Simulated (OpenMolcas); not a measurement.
Ir2+ among 6 point charges of -1.7 e arranged as an octahedron (Oh), 2.17 Å from the ion.

```json
{
 "Program": "OpenMolcas",
 "Method": "CASSCF",
 "Basis": "ANO-RCC-VDZP [7s6p4d2f]",
 "Scalar Hamiltonian": "DKH2, point nucleus",
 "Active space": "7 electrons in 5 orbitals (5d)",
 "State averaging": "2S+1 = 4 even, 10 roots; 2S+1 = 2 even, 40 roots",
 "Spin-orbit coupling": "state interaction with AMFI integrals over the reference wave functions"
}
```

(1) What is the spin-free ground state (labels of O, the rotations of Oh)?

(2) Where is the first state of the same spin?

(3) What are the lowest two levels with spin-orbit coupling?

(4) What is χT at 300 K, and how does it compare with the textbook value?

(5) Which ligand-field parameters describe the states?

Results:

(1) 4T1, 3-fold in its orbital part, 96 % from free-ion F terms; it has the highest spin that d7 allows.

(2) 4T2 at 8540 cm-1 above the ground state.

(3) A 2-fold level Γ6 with g = 4.84, 4.84, 4.84, then a 4-fold level Γ8 938.8 cm-1 above it. Their leading multiplicities are 4 (93 %) and 4 (85 %).

(4) The lowest level has 2S+1 = 4, for which the spin-only value is χT = S(S+1) / 2 = 1.875 cm3 K/mol (g = 2). The computed 3.269 at 300 K differs by +1.394, through orbital momentum, spin-orbit coupling and any other state in reach. With a threefold ground state the orbital momentum is unquenched, so the spin-only value is not expected to hold.

(5) A least-squares ligand-field fit to the states below 45000 cm-1, each weighted by its degeneracy and with a free common offset, gives 10Dq = 9147 cm-1, B = 809 cm-1 and C = 3284 cm-1 (C/B = 4.06), with an rms deviation of 259 cm-1. 

An orbital triplet at a regular site is open to Jahn-Teller coupling, which can distort the site and quench the lowest spin-orbit gaps and is left out. Without dynamic correlation the repulsion within the d shell is too large (B by tens of per cent), so at a given field states of lower spin stand too high. This shell can be high or low spin here, a state of another spin lies low, and with metal d orbitals alone active their balance is uncertain, so the ground spin may be wrong. Point charges give a weaker field than real ligands, and real ions of this kind are as a rule low spin; the high spin found here belongs to the model. This is an electrostatic model: the charges have no orbitals. No measured value stands beside these numbers.
